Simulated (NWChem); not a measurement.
BH3O; SMILES BO

Program: NWChem. Structure relaxed at the PBE0-D3(BJ)/def2-TZVP level. Ions are spin-unrestricted doublets at the neutral geometry; other ion states weren't tried. Functional: LC-ωPBE (HJS hole) with def2-SVP; the question gives the range parameter ω in 1/bohr.

**Question.** Estimate the computed values for range parameter (1/bohr) 0.25. Quantities: vertical ionisation energy, ΔSCF (eV); −ε(HOMO) (eV).

**Answer.** 
```json
{
  "vertical ionisation energy, ΔSCF (eV)": "11.62",
  "−ε(HOMO) (eV)": "10.45"
}
```
